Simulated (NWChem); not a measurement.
## Lowest excitation of O$_{2}$Zr

```
Zr
O 1 1.7749
O 1 1.7749 2 108.37
```
Charge 0, spin multiplicity 1.

The numbers come from NWChem runs, not from measurements. Structure: optimised with B3LYP/def2-SVP with def2 effective core potentials on Zr, a minimum by its harmonic frequencies.

Basis set: def2-SVPD.

Effective core potentials replace the inner electrons of Zr; spin-orbit coupling is left out. B3LYP has NWChem's definition, with VWN1-RPA local correlation. The structure started from a generated list of species.

Question: One of these methods gave a lowest vertical singlet excitation energy of 1.83 eV. Which?
A) TD-B3LYP
B) TD-PBE
C) TD-BHandHLYP
D) CIS

Answer: B, TD-PBE. The others give 4.28 (CIS), 2.25 (TD-B3LYP), 3.02 (TD-BHandHLYP).
